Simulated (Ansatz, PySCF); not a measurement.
This Ansatz (an electronic-structure program) input computes a CCSD(T)/cc-pVDZ energy:

Ansatz 0.2 input:
```yaml
crystal:
  periodic: [false, false, false]
  atoms:
    - {symbol: C, position_ang: [1.93247872, -0.08126440, 0.33074858]}
    - {symbol: C, position_ang: [0.69176641, -0.29335810, 0.02596781]}
    - {symbol: C, position_ang: [-0.61454548, -0.46758402, -0.12127848]}
    - {symbol: O, position_ang: [-1.56059938, 0.62372403, -0.10743010]}
    - {symbol: H, position_ang: [2.60144646, 0.10003207, -0.52662456]}
    - {symbol: H, position_ang: [-1.13045468, -1.41076118, -0.23471314]}
    - {symbol: H, position_ang: [-1.04439465, 1.37417593, 0.20815091]}
basis:
  gaussian:
    orbitals: cc-pVDZ
total_charge: -1
magnetization: {spin_polarized: false}
correlation: {method: ccsd_t, electrons: outside_noble_gas}
```

Write an input for the same energy in PySCF and say what it gives.


```python
from pyscf import gto, scf, mp, cc as ccmod

mol = gto.M(
    atom='''
    C     1.93247872   -0.08126440    0.33074858
    C     0.69176641   -0.29335810    0.02596781
    C    -0.61454548   -0.46758402   -0.12127848
    O    -1.56059938    0.62372403   -0.10743010
    H     2.60144646    0.10003207   -0.52662456
    H    -1.13045468   -1.41076118   -0.23471314
    H    -1.04439465    1.37417593    0.20815091
    ''',
    basis='cc-pvdz',
    charge=-1,
    spin=0,
    verbose=4,
)

mf = scf.RHF(mol)
mf.conv_tol = 1e-10
mf.max_cycle = 100
mf.kernel()
mp2 = mp.MP2(mf, frozen=4).run()
cc = ccmod.CCSD(mf, frozen=4)
cc.max_cycle = 100
cc.kernel()
et = cc.ccsd_t()
print(f'E(CCSD(T)) = {cc.e_tot + et:.9f}')
```
It gives -190.71252 Eh, and Ansatz -190.71251 Eh, a difference of 0.01 mEh.

It need not be the lowest isomer of its formula. Whether it binds its extra electron was not tested at this geometry.
